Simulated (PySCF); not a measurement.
Vertical excitations of a molecule C₂H₉BN₂O from TDA-PBE/def2-SVPD (PySCF), as energy in eV (oscillator strength): 4.80 (0.005), 5.54 (0.013), 5.65 (0.004), 5.92 (0.027), 6.33 (0.011), 6.39 (0.023), 6.65 (0.026), 6.75 (0.005), 7.06 (0.003), 7.17 (0.010). Lowest triplet (TDA): 4.69 eV. Geometry: PBE0-D3(BJ)/def2-SVP. Other conformers were not sampled.

**Question.** Identify the compound among the candidates.
(A) CNB(O)NC
(B) CNB(N)OC
(C) COCB(N)N
(D) CCNB(N)O

**Answer.** D, CCNB(N)O
